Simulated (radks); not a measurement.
Q: The mean radii <r> (bohr) of the occupied orbitals of an atom or ion are listed with their occupations. Method: scalar-relativistic Kohn-Sham, SCAN, spin-unpolarised, spherical densities, finite nucleus; meta-GGA in the generalised Kohn-Sham scheme; Fermi nuclear charge, rms radius of each element as measured or else 0.836 A^(1/3) + 0.57 fm; computed with a radial shooting solver on a logarithmic mesh with Libxc functionals.

| orbital | occ. | <r> |
|---|---|---|
| 1s | 2 | 0.01835 |
| 2s | 2 | 0.07753 |
| 2p | 6 | 0.06943 |
| 3s | 2 | 0.2008 |
| 3p | 6 | 0.2012 |
| 3d | 10 | 0.1825 |
| 4s | 2 | 0.4493 |
| 4p | 6 | 0.4776 |
| 4d | 10 | 0.5112 |
| 5s | 2 | 1.066 |
| 5p | 6 | 1.254 |
| 4f | 14 | 0.6072 |
| 6s | 2 | 3.097 |
| 5d | 4 | 2.074 |

Name the element and its charge.

A: Z = 74, tungsten, charge 0: W in [Xe] 4f14 5d4 6s2. The 1s radius gives Z: for a bare nucleus <r> = (2 gamma + 1)/(2Z) with gamma = sqrt(1 - (Z/c)^2), 0.01813 bohr for Z = 74, and screening makes it slightly larger (0.01835 here). The occupations add up to 74, and the charge is Z minus that.
